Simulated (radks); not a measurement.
Os3.6+, 72.4 electrons, occupied as [Kr] 4d10 4f14 5s1.4 5p6 5d5 (fractional occupations, a model configuration).

Calculated with a radial shooting solver on a logarithmic mesh with Libxc functionals: Dirac Kohn-Sham, PBE, spin-unpolarised, spherical densities, finite nucleus; open shells fill j = l - 1/2 first; Fermi nuclear charge, rms radius 5.4126 fm.

Energy parts (hartree):
total: -17273.8764
kinetic: 19597.2990
electron-nucleus: -43163.3362
Hartree: 6631.6456
exchange-correlation: -339.4848

Orbitals (lengths in bohr, moments of r in powers of bohr; <r^-3> diverges for s and p1/2):
[
 {"orbital": "1s1/2", "occ.": "2", "eigenvalue (hartree)": "-2711.301", "<r^-3>": "-"},
 {"orbital": "2s1/2", "occ.": "2", "eigenvalue (hartree)": "-473.1645", "<r^-3>": "-"},
 {"orbital": "2p1/2", "occ.": "2", "eigenvalue (hartree)": "-453.1865", "<r^-3>": "-"},
 {"orbital": "2p3/2", "occ.": "4", "eigenvalue (hartree)": "-396.9165", "<r^-3>": "17910"},
 {"orbital": "3s1/2", "occ.": "2", "eigenvalue (hartree)": "-111.2906", "<r^-3>": "-"},
 {"orbital": "3p1/2", "occ.": "2", "eigenvalue (hartree)": "-102.3297", "<r^-3>": "-"},
 {"orbital": "3p3/2", "occ.": "4", "eigenvalue (hartree)": "-90.05863", "<r^-3>": "4098"},
 {"orbital": "3d3/2", "occ.": "4", "eigenvalue (hartree)": "-75.01168", "<r^-3>": "711.5"},
 {"orbital": "3d5/2", "occ.": "6", "eigenvalue (hartree)": "-72.35340", "<r^-3>": "599.2"},
 {"orbital": "4s1/2", "occ.": "2", "eigenvalue (hartree)": "-24.70476", "<r^-3>": "-"},
 {"orbital": "4p1/2", "occ.": "2", "eigenvalue (hartree)": "-20.93956", "<r^-3>": "-"},
 {"orbital": "4p3/2", "occ.": "4", "eigenvalue (hartree)": "-18.05737", "<r^-3>": "963.9"},
 {"orbital": "4d3/2", "occ.": "4", "eigenvalue (hartree)": "-11.87024", "<r^-3>": "148.1"},
 {"orbital": "4d5/2", "occ.": "6", "eigenvalue (hartree)": "-11.33613", "<r^-3>": "122.0"},
 {"orbital": "5s1/2", "occ.": "1.4", "eigenvalue (hartree)": "-4.85511", "<r^-3>": "-"},
 {"orbital": "5p1/2", "occ.": "2", "eigenvalue (hartree)": "-3.68007", "<r^-3>": "-"},
 {"orbital": "4f5/2", "occ.": "6", "eigenvalue (hartree)": "-3.50294", "<r^-3>": "23.70"},
 {"orbital": "4f7/2", "occ.": "8", "eigenvalue (hartree)": "-3.39938", "<r^-3>": "22.57"},
 {"orbital": "5p3/2", "occ.": "4", "eigenvalue (hartree)": "-3.21411", "<r^-3>": "153.9"},
 {"orbital": "5d3/2", "occ.": "4", "eigenvalue (hartree)": "-1.62779", "<r^-3>": "14.50"},
 {"orbital": "5d5/2", "occ.": "1", "eigenvalue (hartree)": "-1.57661", "<r^-3>": "11.79"}
]

The highest occupied level is 5d5/2 at -42.902 eV. Summed over all electrons, <r^2> = 34.68 bohr^2, which gives a Langevin (diamagnetic) susceptibility term of -27.5 x 10^-6 cm^3/mol. The electron density at the nucleus is 1.674e+06 e/bohr^3.
